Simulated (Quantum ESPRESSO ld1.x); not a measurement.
Task: All-electron atom: Cd7+ in [Kr] 4d5. All-electron calculation, Dirac Kohn-Sham, PBEsol, spin-unpolarised, spherical densities, point nucleus; open shells fill j = l - 1/2 first. Program: ld1.x of Quantum ESPRESSO 7.5. Some entries of the table are withheld. Estimate them.

| orbital | occ. | eigenvalue (eV) | <r^2> (bohr^2) |
|---|---|---|---|
| 1s1/2 | 2 | -26617.2 | 0.001251 |
| 2s1/2 | 2 | (1) | 0.02038 |
| 2p1/2 | 2 | -3784.64 | 0.01520 |
| 2p3/2 | 4 | -3592.35 | 0.01652 |
| 3s1/2 | 2 | -853.697 | 0.1467 |
| 3p1/2 | 2 | -745.152 | 0.1418 |
| 3p3/2 | 4 | -710.712 | 0.1506 |
| 3d3/2 | 4 | -518.704 | 0.1312 |
| 3d5/2 | 6 | -511.689 | 0.1338 |
| 4s1/2 | 2 | -219.961 | 0.8205 |
| 4p1/2 | 2 | -183.874 | (2) |
| 4p3/2 | 4 | -177.375 | (3) |
| 4d3/2 | 4 | -119.430 | 1.256 |
| 4d5/2 | 1 | -118.414 | 1.276 |
| 5s1/2 | 0 | -84.3143 | 3.752 |
| 5p1/2 | 0 | -72.9190 | 4.397 |
| 5p3/2 | 0 | -71.3927 | 4.575 |

Result: 
(1) 2s1/2 eigenvalue (eV): -4055.71
(2) 4p1/2 <r^2> (bohr^2): 0.9105
(3) 4p3/2 <r^2> (bohr^2): 0.9604
